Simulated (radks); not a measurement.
Q: The mean radii <r> (bohr) of the occupied orbitals of an atom or ion are listed with their occupations. Calculated with a radial shooting solver on a logarithmic mesh with Libxc functionals: scalar-relativistic Kohn-Sham, PBEsol, spin-polarised, spherical densities, finite nucleus; Fermi nuclear charge, rms radius of each element as measured or else 0.836 A^(1/3) + 0.57 fm.

orbital  occ.      <r>
1s          2  0.01580
2s          2  0.06651
2p          6  0.06055
3s          2   0.1717
3p          6   0.1738
3d         10   0.1575
4s          2   0.3772
4p          6   0.4027
4d         10   0.4226
5s          2   0.8307
4f         14   0.4410
5p          6   0.9473
5d         10    1.219
6s          2    2.008

Name the element and its charge. Open shells, if any, are filled with parallel spins first.

A: Z = 83, bismuth, charge +3: Bi3+ in [Hg]. The 1s radius gives Z: for a bare nucleus <r> = (2 gamma + 1)/(2Z) with gamma = sqrt(1 - (Z/c)^2), 0.01561 bohr for Z = 83, and screening makes it slightly larger (0.01580 here). The occupations add up to 80, and the charge is Z minus that.
